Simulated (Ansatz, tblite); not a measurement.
Removing an electron: Ga4As5⁻. Charge -1, multiplicity 1. Geometry: PBE-D4/def2-SVP. Ansatz, gas phase; energy differences of separate SCF runs; the oxidised species was run as a doublet alone.

```xyz
9

Ga    1.9445    1.9724   -1.1109
Ga   -2.1251   -1.8478    0.2970
Ga    0.0565   -0.2339   -1.1092
Ga   -0.8132    0.0597    1.9240
As   -1.4702   -1.9596   -1.8925
As    1.4795    0.0969    1.1235
As    2.6357    2.2191    1.1042
As    0.7763    1.1499   -2.9355
As   -2.4840   -1.4568    2.5994
```

The xTB rows come from tblite. The structure comes from a short search, and lower isomers may exist.

```csv
level,−HOMO (eV),vertical IE (eV),−LUMO (eV),HOMO–LUMO gap (eV)
GFN1-xTB,5.27,6.99,3.51,1.76
r2SCAN-D4/def2-SVP,1.34,3.12,0.18,1.16
```

Task: Estimate the rows for GFN2-xTB, PBE-D4/def2-SVP.

Result: 
```json
{"level": "GFN2-xTB", "−HOMO (eV)": "5.04", "vertical IE (eV)": "6.92", "−LUMO (eV)": "3.61", "HOMO–LUMO gap (eV)": "1.43"}
{"level": "PBE-D4/def2-SVP", "−HOMO (eV)": "1.10", "vertical IE (eV)": "2.94", "−LUMO (eV)": "0.09", "HOMO–LUMO gap (eV)": "1.01"}
```

 Raw xTB energy differences between charge states are shifted by several eV; the methods need an empirical correction for them.
